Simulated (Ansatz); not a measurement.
System: hydrogen iodide, HI (charge 0, singlet). 
Coordinates optimised at B3LYP-D3(BJ)/def2-TZVP (Ansatz, an electronic-structure program):
```
I
H 1 1.6155
```

Computed values are from Ansatz. Valence correlation only, unless marked. Open shells are spin-unrestricted. Spin-orbit coupling is left out. The frozen core is the preceding noble-gas configuration, with the filled d and f shells of earlier blocks. In def2 rows, elements after Kr have scalar-relativistic effective core potentials. CBS marks a two-point X^-3 extrapolation of the correlation energy; Hartree-Fock from the larger set.

| Item | Value |
|---|---|
| atomisation energy De | 79.7 kcal/mol at CCSD(T)/CBS(def2-TZVPPD,def2-QZVPPD) |
| vertical ionisation energy (to the doublet) | 10.68 eV at CCSD(T)/CBS(def2-TZVPPD,def2-QZVPPD) |
| total energy | -297.4539 Eh at CCSD(T)/CBS(def2-TZVPPD,def2-QZVPPD) |
| dipole moment | 0.41 D at CCSD(T)/def2-SVPD |
| T1 diagnostic | 0.008 at CCSD/def2-QZVPPD |
| measured enthalpy of formation, 298 K | 6.3 kcal/mol (Active Thermochemical Tables 1.112 (ions: stationary electron), as tabulated in the package chemicals) |
| measured dipole moment | 0.45 D (NIST CCCBDB, as tabulated in the package chemicals; older table, unchecked) |
